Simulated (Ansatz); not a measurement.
Born–Oppenheimer molecular dynamics of Cl2H4SSi (8 atoms, charge 0, multiplicity 1). It starts at the highest image of a converged band. Of that band: The profile has 2 maxima (images 1, 6) with wells between them (image 4): this band takes more than one step, which may be the mechanism or a detour left from its start path. Neighbouring images differ by up to 2.5 eV, so the band resolves the path poorly. A vibrational analysis at the climbing image gives one clearly imaginary mode, 1472i cm⁻¹: a first-order saddle point.

These are results of RKS BHLYP-D4/def2-SVP in Ansatz, not measurements.

```
ensemble                      : NVE (velocity Verlet)
time step                     : 0.5 fs
steps asked                   : 200
starting velocities drawn for : 100 K
seed                          : 10041
```

First frame:

```xyz
8
Properties=species:S:1:pos:R:3
Si 0.287 0.170 0.016
H -0.293 0.134 1.616
Cl 2.159 -0.476 -0.603
Cl -0.901 1.348 -1.183
H -0.410 -1.126 -0.087
S 1.202 2.172 1.059
H 2.274 1.580 1.611
H 0.182 0.993 1.690
```

Question: How far do the bonds stretch over the last three quarters of this one trajectory? (Pairs bonded in most of those frames.)

Answer: 
```json
{"bond": "Si1–H2", "mean (Å)": "1.478", "spread (Å)": "0.063", "shortest": "1.38", "longest": "1.59"}
{"bond": "Si1–Cl3", "mean (Å)": "2.078", "spread (Å)": "0.066", "shortest": "1.96", "longest": "2.17"}
{"bond": "Si1–Cl4", "mean (Å)": "2.091", "spread (Å)": "0.088", "shortest": "1.94", "longest": "2.21"}
{"bond": "Si1–H5", "mean (Å)": "1.475", "spread (Å)": "0.007", "shortest": "1.46", "longest": "1.49"}
{"bond": "S6–H7", "mean (Å)": "1.342", "spread (Å)": "0.016", "shortest": "1.32", "longest": "1.37"}
{"bond": "S6–H8", "mean (Å)": "1.384", "spread (Å)": "0.094", "shortest": "1.24", "longest": "1.52"}
```

Mean temperature of the second half: 2561 K. The conserved energy stayed within 0.41 meV per atom of its start (net change -0.11 meV per atom), so the integration is sound. The kinetic energy rose, since the run started high on the potential surface and went downhill. It ends in pieces (Cl2H2Si + H2S), so much of that is their flight and rotation, not heat. A run of 0.1 ps of so small a system gives no equilibrium averages. The orbitals stay closed-shell, which can raise the energy where a bond breaks towards radicals; this wasn't checked here.

Time of the run: 7 min on 2 threads of Arm Neoverse V1, on a shared host, peak memory 0.2 GiB.
